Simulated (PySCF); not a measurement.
Species: C5H11FOSi.
Z-matrix (Å and degrees, PBE0-D3(BJ)/def2-SVP geometry), rows numbered from 1:
```
C 
O   1  1.3974
Si  2  1.6684  1  124.02
C   3  1.8778  2  104.66  1   176.34
C   4  1.5514  3  113.81  2   -67.45
C   5  1.5419  4   88.72  3   -97.29
C   6  1.5276  5   88.12  4   -17.66
F   7  1.3760  4  116.20  3   -22.53
H   1  1.1010  2  108.96  3  -178.82
H   1  1.1065  2  112.23  3    61.92
H   1  1.1066  2  112.15  3   -59.56
H   3  1.4979  2  109.19  1    56.53
H   3  1.4953  2  110.30  1   -63.36
H   4  1.1023  3  107.78  2    63.64
H   5  1.1000  4  117.52  3    23.36
H   5  1.1001  4  111.82  3   149.08
H   6  1.1002  5  111.75  4    92.64
H   6  1.0994  5  118.83  4  -139.05
H   7  1.1029  4  113.02  3  -147.38
```

Method: TDDFT CAM-B3LYP/def2-SVPD, vertical, gas phase, core orbitals frozen in the response (PySCF 2.14.0, density-fitted response routines).

Task: List the vertical singlet excitations with oscillator strengths and describe the spectrum.

Result: 

| state | E (eV) | E (kJ/mol) | λ (nm) | f | \|μ\| (D) | main configurations (H = HOMO, L = LUMO) |
| --- | --- | --- | --- | --- | --- | --- |
| S1 | 7.32 | 706 | 169.4 | 0.0084 | 0.55 | H→L (75%), H→L+1 (9%) |
| S2 | 7.88 | 760 | 157.3 | 0.010 | 0.59 | H-1→L (54%), H-1→L+2 (13%), H-1→L+1 (12%) |
| S3 | 8.01 | 773 | 154.7 | 0.0027 | 0.30 | H→L+4 (28%), H→L+2 (21%), H→L+1 (19%) |
| S4 | 8.11 | 782 | 152.9 | 0.0042 | 0.37 | H-1→L+1 (57%), H-1→L (11%), H→L+2 (10%) |
| S5 | 8.20 | 791 | 151.2 | 0.043 | 1.18 | H→L+2 (36%), H→L+1 (16%), H→L (12%) |
| S6 | 8.31 | 802 | 149.2 | 0.022 | 0.84 | H-3→L (36%), H-1→L+2 (24%), H-2→L (15%) |

The lowest singlet lies at 7.32 eV (169 nm, vacuum ultraviolet) and is weak; its leading configuration is HOMO→LUMO (75%). The strongest level in the table is S5 at 8.20 eV (151 nm, f = 0.043). Löwdin shares by element: HOMO oxygen 49%, silicon 13%, carbon 10% or more, hydrogen 8% or more (atoms not listed hold the other 20%); LUMO silicon 24%, carbon 19% or more, oxygen 8%, hydrogen 6% or more (atoms not listed hold the other 43%). Weighted by f, the mean energy of these states is 8.10 eV. The listed states span 0.99 eV, and the widest gap between neighbours is 0.56 eV (S1 to S2). Of the 6 states listed, 3 reach f = 0.01 and none stays under 0.0005. Only the lowest 6 singlets were computed, as vertical energies without vibronic structure.

One conformer stands for the species.
